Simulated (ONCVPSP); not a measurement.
Ranking ONCV potentials for zinc (Zn)

All share these settings but for the change named:

```json
{
 "Element": "zinc",
 "Generator": "ONCVPSP 4.0.1",
 "Type": "optimised norm-conserving Vanderbilt (ONCV)",
 "Functional": "PBE",
 "Relativity": "fully relativistic",
 "Frozen core": "[Ne]",
 "Valence charge": "20",
 "Reference configuration": "3s2 3p6 3d10 4s2",
 "Partial waves": "3s+4s: rc 1.30 bohr, ncon 4, nbas 6, qcut 8.4 1/bohr, 3 projectors, debl 1.8 Ha; 3p: rc 0.95 bohr, ncon 4, nbas 8, qcut 15.2 1/bohr, 2 projectors, debl 2.3 Ha; 3d: rc 1.10 bohr, ncon 4, nbas 8, qcut 16.7 1/bohr, 3 projectors, debl 3.8 Ha",
 "Local potential": "polynomial inside 0.90 bohr (lpopt 5, dvloc0 0 Ha)",
 "Core correction": "polynomial model core, fcfact 0.2"
}
```

Open shells are filled in proportion to 2j + 1.

In the p channel the program set the typed energies aside and used -3.027, 0.250 Ha (j = l + 1/2; the other j can differ).

Cutoff: the first of the cutoffs (Ha) at which the residual kinetic energy of the hardest occupied pseudo-wave falls to 1 and 0.1 mHa per electron; the density cutoff is not measured.

The base gives 96 Ha.

Of 9 variants that were run, those that failed, showed a ghost or another fault, or gave nearly equal values are left out.

A variant can come out equal or close to the base.

Q: Rank these variants from softest to hardest (loose cutoff).
A. s: qcut 6.2; p: qcut 11.3; d: qcut 12.4
B. s: qcut 5.4; p: qcut 9.7; d: qcut 10.7
C. s: qcut 9.9; p: qcut 17.9; d: qcut 19.7
D. s: qcut 7; p: qcut 12.7; d: qcut 13.9
E. s: qcut 8.2; p: qcut 14.9; d: qcut 16.4

A: A (70 Ha), D (79 Ha), E (94 Ha), C (115 Ha), B (130 Ha).
